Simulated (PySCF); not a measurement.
Molecule: `O=C(F)c1cccs1`, C$_{5}$H$_{3}$FOS.

Bonds (- single, = double, # triple, : aromatic): O1=C2 1.187 Å, C2-F3 1.343 Å, C2-C4 1.457 Å, C4:C5 1.380 Å, C5:C6 1.414 Å, C6:C7 1.376 Å, C7:S8 1.707 Å, S8:C4 1.725 Å. C5 carries H9; C6 carries H10; C7 carries H11.

Geometry PBE0-D3(BJ)/def2-SVP throughout; GIAO in PySCF, gas phase, one conformer, non-relativistic; equivalent atoms averaged; functional PBE0.

**Question.** How do the absolute shieldings σ depend on the basis set? (a selection of nuclei; ppm; last column core-seconds on 1 thread of an Arm Neoverse V1, shared host)

**Answer.** 
```csv
basis set,functions,O1,C2,C4,C5,C6,S8,H9,H11,H10,core-s
cc-pVDZ,131,-50.8,48.0,61.7,62.8,71.0,326.2,23.70,23.79,24.30,13
def2-SVP,131,-55.0,45.0,60.6,60.8,69.4,325.0,23.71,24.02,24.42,12
aug-cc-pVDZ,215,-44.0,43.5,61.3,61.8,70.8,318.5,23.40,23.51,24.17,26
def2-TZVP,272,-73.3,28.7,48.5,45.7,54.7,211.7,23.53,23.66,24.24,38
cc-pVTZ,286,-71.0,30.0,50.3,47.5,56.1,277.6,23.41,23.49,24.11,41
IGLO-III,319,-80.5,23.5,42.2,39.9,49.2,240.5,23.44,23.54,24.17,47
```

**Question.** Which nucleus among those listed moves most, in ppm?

**Answer.** S8 (aromatic ring sulfur): from 211.7 ppm with def2-TZVP to 326.2 ppm with cc-pVDZ. The smallest spread is 0.30 ppm, at H9. Proton shifts span only some 12 ppm, so a few tenths of a ppm matter as much there as several ppm in carbon.

**Question.** Taking the largest basis, IGLO-III (319 functions), as the yardstick, rank the others by their worst heavy-atom deviation.

**Answer.** def2-TZVP 28.8 ppm (272 functions), cc-pVTZ 37.1 ppm (286 functions), aug-cc-pVDZ 78.0 ppm (215 functions), def2-SVP 84.4 ppm (131 functions), cc-pVDZ 85.7 ppm (131 functions).

A small basis that lands close on one nucleus may do so by chance; judge by the trend and by all nuclei.
